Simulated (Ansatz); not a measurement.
Species: C5H5, charge 0, multiplicity 2. It need not be the lowest isomer of its formula. 
Coordinates optimised at B3LYP-D3(BJ)/def2-TZVP (Ansatz, a program for electronic structure):
```xyz
10

C     -0.9564     0.8257    -0.1996
C      0.3237     1.1823    -0.1517
C      1.2486     0.0403     0.0928
C      0.2635    -1.1046     0.1866
C     -0.9852    -0.6374     0.0176
H     -1.8225     1.4491    -0.3617
H      1.8291     0.1635     1.0125
H      1.9664    -0.0967    -0.7220
H      0.5548    -2.1293     0.3633
H     -1.8931    -1.2247     0.0338
```
Charge 0, spin multiplicity 2.

Total electronic energies in hartree. Cores are frozen in the correlated levels unless marked. Open shells are spin-unrestricted. No spin-orbit coupling. Non-relativistic. Basis-set limits of correlation are two-point, X^-3; Hartree-Fock from the larger set. [CCSD(T)-MP2]/basis is that difference in the basis named.

The UHF reference is spin-contaminated (<S^2> 0.52 over the pure value in the largest basis). The T1 diagnostic of CCSD in the largest basis is 0.048, which is high, so the coupled-cluster rows are less sure than usual.

```
level                                              program  energy (Eh)
-------------------------------------------------  -------  -----------
HF/6-31G*                                           Ansatz   -192.14903
RI-HF/cc-pVTZ                                       Ansatz   -192.21250
PBE/def2-TZVPD                                      Ansatz   -193.22048
PBE0/def2-TZVP                                      Ansatz   -193.24180
PBE0/def2-TZVPD                                     Ansatz   -193.24240
RPA@PBE/cc-pVQZ                                     Ansatz          [?]
SCS-MP2/6-31G                                       Ansatz   -192.45012
SCS-MP2/cc-pwCVTZ                                   Ansatz   -192.94516
RI-MP2/CBS(cc-pVTZ,cc-pVQZ)+[CCSD(T)-MP2]/cc-pVTZ   Ansatz    -193.1348
```

Problem. What belongs in the gaps?

Solution. 
- RPA@PBE/cc-pVQZ, energy (Eh): -193.51267
